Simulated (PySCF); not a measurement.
**LaOF at several levels of theory**

All levels use the PBE0 minimum (singlet; La–F 2.172 Å, La–O 1.925 Å; F–La–O 110.1°), basis [La def2-TZVP with ECP46, O def2-TZVP, F def2-TZVP], scalar-relativistic core potentials, density fitting, no spin–orbit coupling, PySCF. For vertical energies the ionised species is a doublet (spins chosen at PBE0 and kept) and the electron-attached one a doublet. Open shells are unrestricted, also as the reference of the correlated levels. A dash marks a value that was not computed or is not defined at that level.

| level | vertical IP (eV) | vertical EA (eV) | −ε(HOMO) (eV) | gap (eV) | dipole (D) |
| --- | --- | --- | --- | --- | --- |
| PBE0 | 8.64 | 0.82 | 6.56 | 4.63 | 7.86 |
| HF | 6.65 | 0.60 | 9.81 | 9.37 | 9.14 |
| MP2 | 9.19 | 0.65 | – | – | – |
| PBE | 8.82 | 0.81 | 5.23 | 2.71 | 7.30 |

Without diffuse functions attachment energies tend to come out too low.
